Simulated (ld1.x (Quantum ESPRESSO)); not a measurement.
## phosphorus: one change to an ultrasoft potential, before and after

ld1.x (Quantum ESPRESSO) 7.5 input, shortened:

```
&input
   title='P', zed=15., rel=1, dft='PBE', iswitch=3,
   config='[Ne] 3s2 3p3 3d-2'
 /
 &inputp
   pseudotype=3, tm=.true., lloc=-2, rcloc=1.35,
   nlcc=.false.,
   which_augfun='PSQ', rmatch_augfun_nc=.true.
 /
5
3S  1  0   2.00   0.00  1.20  1.60  0.0
3S  1  0   0.00   0.20  1.20  1.60  0.0
3P  2  1   3.00   0.00  1.00  1.35  0.0
3P  2  1   0.00   0.20  1.00  1.35  0.0
3D  3  2  -2.00  -0.05  1.20  1.70  0.0
 &test
   configts(1)='3s2 3p3'
 /
```

Change: functional PW91.

Cutoffs: the cutoffs (Ry, on a coarse ladder) from which the occupation-weighted sum of valence levels, in a spherical-Bessel basis at the reference potential, stays within 10 and 1 mRy of its value at 400 Ry; they do not see the model core or the augmentation charge, which bear on the density cutoff. Errors are all-electron minus pseudo energies relative to the spin-unpolarised reference configuration.

Problem. Predict the effect on cutoff, ghosts and configuration errors.

Solution. The potential gets neither clearly harder nor softer (18 Ry and 30 Ry → 18 Ry and 30 Ry); of the 7 tests that both files solve, the error grows in 3 and shrinks in 3 by more than 15 % and 0.3 meV (median size 4.1 → 5.9 meV); neither file shows a bound ghost.

```tsv
quantity	base	changed
cutoff, loose	18 Ry	18 Ry
cutoff, tight	30 Ry	30 Ry
bound ghosts	none	none
error for 3s2 3p2, meV [ΔE 9.73 → 9.78 eV]	-2.1	-1.7
error for 3s2 3p1, meV [ΔE 28.88 → 28.98 eV]	-9.0	-5.9
error for 3s2 3p0, meV [ΔE 58.62 → 58.80 eV]	-16	-2.9
error for 3s1 3p4, meV [ΔE 8.53 → 8.54 eV]	-2.1	-8.5
error for 3s1 3p0, meV [ΔE 110.62 → 110.90 eV]	+64	+106
error for 3s0 3p5, meV [ΔE 17.20 → 17.21 eV]	-4.1	-39
error for 3s2 3p3.3, meV [ΔE -1.31 → -1.32 eV]	0.0	+0.1
s: phases at 1.84 bohr within 0.05 rad from the reference energy up to (Ry; the scan ends near 5)	to the end of the scan	to the end of the scan
p: phases at 1.84 bohr within 0.05 rad from the reference energy up to (Ry; the scan ends near 5)	3.5	3.5
d: phases at 1.84 bohr within 0.05 rad from the reference energy up to (Ry; the scan ends near 5)	to the end of the scan	to the end of the scan
lowest overlap eigenvalue by channel	s 0.47, p 0.79, d 1.00	s 0.46, p 0.78, d 1.00
```
